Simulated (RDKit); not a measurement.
A run for RDKit: UFF on H7PSi (a complex), monomers drawn apart or pushed together.

```python
from rdkit import Chem
from rdkit.Chem import AllChem, rdDetermineBonds

blocks = [
'''5

Si   -0.22715473   -0.01711905    0.00445102
H    -0.54673780    1.34543988    0.48454813
H    -1.15566798   -0.98985786    0.62142424
H     1.16441058   -0.35825056    0.37385341
H    -0.37105497   -0.06596733   -1.46884053
''',
'''4

P     0.48422382    0.22590722    7.37559225
H     1.19061254    1.09026514    6.50078760
H     0.77830501   -0.92911744    6.60678084
H    -0.75691191    0.44507486    6.72534028
''',
]
mol = None
for b in blocks:
    f = Chem.MolFromXYZBlock(b)
    rdDetermineBonds.DetermineBonds(f, charge=0)
    mol = f if mol is None else Chem.CombineMols(mol, f)
Chem.SanitizeMol(mol)
print(Chem.MolToSmiles(Chem.RemoveHs(mol)))
ff = AllChem.UFFGetMoleculeForceField(mol, vdwThresh=100.0, ignoreInterfragInteractions=False)
e = ff.CalcEnergy()
print(f'UFF energy {e:.6f} kcal/mol')
```

Output:

```
P.[SiH4]
UFF energy 0.801395 kcal/mol
```

The run finished.

Cost: about 0.020 core-seconds (a rough figure).
